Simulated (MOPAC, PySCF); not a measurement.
[Mo(F)(OH)5], neutral singlet in the gas phase. 

Cartesian coordinates (Å):
```xyz
12

Mo     0.1511     0.7271    -0.2855
F     -1.2974     1.2575    -1.4051
O      1.1584     1.2924    -1.8489
H      0.5583     1.6806    -2.5175
O     -0.7058     0.7610     1.4000
H     -0.6907     1.6414     1.8333
O      1.8189     0.0390     0.1892
H      2.5579    -0.0508    -0.4426
O      0.3207     2.5903     0.2830
H      0.7997     3.1155    -0.3875
O     -0.5552    -1.0049    -0.5912
H     -1.4971    -1.1420    -0.8085
```
Charge 0, spin multiplicity 1.

All levels are single points at this geometry (TPSS-D3(BJ)/def2-SVP); Pople sets use spherical d functions. Orbital energies aren't observables, and empty levels follow the basis.

B3LYP/LANL2DZ in PySCF gives dipole (D) = 1.96.

Q: Estimate the dipole (D) from each of these levels: PBE-D3(BJ)/def2-TZVP in PySCF; TPSSh-D3(BJ)/def2-TZVP in PySCF; B3LYP/6-311+G** (LANL2DZ on Mo) in PySCF; B3LYP/6-31G* (LANL2DZ on Mo) in PySCF; M06-2X/6-31G* (LANL2DZ on Mo) in PySCF; HF/6-31G* (LANL2DZ on Mo) in PySCF; AM1 in MOPAC; PM6 in MOPAC.

A: 
```json
[
 {"level": "PBE-D3(BJ)/def2-TZVP in PySCF", "dipole (D)": "1.40"},
 {"level": "TPSSh-D3(BJ)/def2-TZVP in PySCF", "dipole (D)": "1.43"},
 {"level": "B3LYP/6-311+G** (LANL2DZ on Mo) in PySCF", "dipole (D)": "1.51"},
 {"level": "B3LYP/6-31G* (LANL2DZ on Mo) in PySCF", "dipole (D)": "1.65"},
 {"level": "M06-2X/6-31G* (LANL2DZ on Mo) in PySCF", "dipole (D)": "1.70"},
 {"level": "HF/6-31G* (LANL2DZ on Mo) in PySCF", "dipole (D)": "1.84"},
 {"level": "AM1 in MOPAC", "dipole (D)": "1.41"},
 {"level": "PM6 in MOPAC", "dipole (D)": "1.46"}
]
```
